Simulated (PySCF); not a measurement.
## Spinor energies of Co¹⁴⁺ (cobalt, charge +14)

Start: [Ne] 3s2 3p1; 3p1/2 filled at m_j = +1/2. Calculated with PySCF 2.14 in an uncontracted even-tempered set (19 s from 1.2 bohr⁻², ratio 2.4; 13 p from 1.5 bohr⁻², ratio 2.4; 5 d from 6.1 bohr⁻², ratio 2.6; 4 f from 9.2 bohr⁻², ratio 2.6): generalised Hartree-Fock with the X2C-1e Hamiltonian and a Gaussian nucleus; one run each with spin-orbit coupling (SO) switched off, then screened by Boettger's factors.

| spinor shell | electrons | ε, spin-free (eV) | ε, screened SO (eV) | weight of nominal j (screened SO) | rms radius, screened SO (bohr) |
| --- | --- | --- | --- | --- | --- |
| 1s1/2 | 2 | -8233.2 | -8232.8 | 1.000 | 0.0648 |
| 2s1/2 | 2 | -1403.9 | -1403.7 | 1.000 | 0.272 |
| 2p1/2 | 2 | -1262.7 | -1274.2 | 1.000 | 0.243 |
| 2p3/2 | 4 | -1262.7 | -1256.8 | 1.000 | 0.246 |
| 3s1/2 | 2 | -475.81 | -475.72 | 0.999 | 0.703 |
| 3p1/2 | 1 | -441.35 | -443.30 | 0.998 | 0.698 |

```tsv
quantity	spin-free	screened SO
E (hartree)	-1301.89882	-1301.99547
M_J	1/2	1/2
⟨J²⟩	1.080	0.758
⟨L²⟩	2.011	2.010
⟨S²⟩	0.754	0.754
```

Each row is a mean over spinors that exchange with the open shell spreads, by up to 4.804 eV (2p1/2).

Without spin-orbit coupling the j labels of p, d and f shells carry no meaning; the spin-free column gives the mean over the occupied spinors of each nl shell, and its ⟨J²⟩ belongs to a mixture of degenerate components.
